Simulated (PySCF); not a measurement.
System: CHO$_{3}$, net charge 0, doublet state. It need not be the lowest isomer of its formula. SMILES: [O]C(=O)O
Geometry from a B3LYP-D3(BJ)/def2-TZVP (Ansatz) optimisation:
```
C
O 1 1.2432
O 1 1.2537 2 115.88
O 1 1.3244 2 124.38 3 180.00
H 4 0.9703 1 109.16 2 0.00
```
Charge 0, spin multiplicity 2.

Dispersion corrections to the total energy (kcal/mol) from the dftd3 and dftd4 libraries through PySCF: D3(BJ) without and D4 with the three-body term, each with the damping fitted for the functional named.

```json
[
 {"functional": "HF", "D3(BJ)": "-14.00", "D4": "-6.09"},
 {"functional": "HSE06", "D3(BJ)": "-0.77", "D4": "-1.03"},
 {"functional": "B2GP-PLYP", "D3(BJ)": "-0.73", "D4": "-0.55"},
 {"functional": "TPSS", "D3(BJ)": "-1.68", "D4": "-1.90"},
 {"functional": "LC-wPBE", "D3(BJ)": "___", "D4": "-1.53"},
 {"functional": "r2SCAN", "D3(BJ)": "___", "D4": "-0.32"},
 {"functional": "PBE", "D3(BJ)": "___", "D4": "-1.39"}
]
```

Question: Complete the blanks.

Answer: 
- LC-wPBE, D3(BJ): -1.18
- r2SCAN, D3(BJ): -0.34
- PBE, D3(BJ): -1.37
